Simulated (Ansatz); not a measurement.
Mulliken charges of CH3F2In (`F[CH](F)[InH2]`) from PBE/def2-TZVPP in Ansatz (PBE0-D4/def2-TZVP geometry).

| atom | x (Å) | y (Å) | z (Å) | charge (e) |
| --- | --- | --- | --- | --- |
| F1 | 0.091 | -1.779 | 0.692 | -0.176 |
| C2 | 0.571 | -0.497 | 0.620 | 0.044 |
| F3 | 1.825 | -0.568 | 0.069 | -0.176 |
| In4 | -0.745 | 0.712 | -0.689 | 0.447 |
| H5 | 0.701 | -0.153 | 1.652 | 0.098 |
| H6 | -1.505 | 2.115 | -0.037 | -0.121 |
| H7 | -0.938 | 0.170 | -2.308 | -0.116 |

Q: By hand: the dipole of these point charges (1 e Å = 4.8032 D).

A: Σ q r = (-0.285, 0.419, 0.019) e Å, of length 0.507 e Å = 2.44 D.

Q: How does the dipole of the full density compare? (An estimate is asked.)

A: The calculation gave: (-0.176, 0.294, 0.081) e Å, 1.69 D; the point charges give 1.44 times that, at 12° from its direction.

Point charges leave out the atoms' own dipoles, such as those of lone pairs, and Mulliken's split depends on the basis, so the two needn't agree.
